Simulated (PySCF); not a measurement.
Se⁺: ionisation energy

Se⁺ [Ar] 3d10 4s2 4p3 (4S) → Se²⁺ [Ar] 3d10 4s2 4p2 (3P), as a difference of total energies. Calculation: PySCF 2.14, in 6-31G*; no relativity, point nucleus. Correlated levels: valence: [Ar] 3d10 frozen. The calculations carry no spin-orbit coupling.

```tsv
method	ionisation energy (eV)
UHF	20.889
M06-2X	21.349
M06-L	21.119
MP2 (valence)	21.221
SCS-MP2 (valence)	21.103
CCSD (valence)	21.160
CCSD(T) (valence)	21.163
```

Problem. How much does correlation contribute at CCSD(T) (valence)?

Solution. 21.163 − (20.889) = 0.274 eV, measured against UHF.

These non-relativistic numbers lack the scalar-relativistic shift.

The reference lies between the lowest fine-structure levels, while these numbers refer to the centres of the terms.

Errors of the correlated levels include the incompleteness of this basis and the frozen core.

For comparison: 21.196 ± 0.01 eV (measured; NIST Atomic Spectra Database, ionization energies).
